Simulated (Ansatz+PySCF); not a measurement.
A calculation with Ansatz (development build ahead of 0.2.0).

```yaml
crystal:
  periodic: [false, false, false]
  atoms:
    - { symbol: H, position_ang: [0.0, 0.0, -2.94603] }
    - { symbol: Be, position_ang: [0.0, 0.0, 0.0] }
    - { symbol: H, position_ang: [0.0, 0.0, 2.94603] }
basis:
  gaussian: { orbitals: "6-31G" }
hamiltonian:
  xc: pbe0
scf:
  omitted_lower_state_checks: [stability, starts, atomic_configurations, cluster_reference, orbital_swaps, given_window_search, neighbouring_geometries, increment]
output:
  forces: true
```

The input is written out in the form of the current development build from the run's settings.

Output:

- Converged: yes
- Total energy: -15.58520 hartree
- Spin squared of the determinant: 0.000

Forces (eV/Å):
```json
{"atom": "H1", "Fx": "0.000", "Fy": "0.000", "Fz": "1.603"}
{"atom": "Be2", "Fx": "0.000", "Fy": "0.000", "Fz": "0.000"}
{"atom": "H3", "Fx": "0.000", "Fy": "0.000", "Fz": "-1.603"}
```

Caution: charge can spread falsely over distant fragments; an unrestricted determinant lies well below.
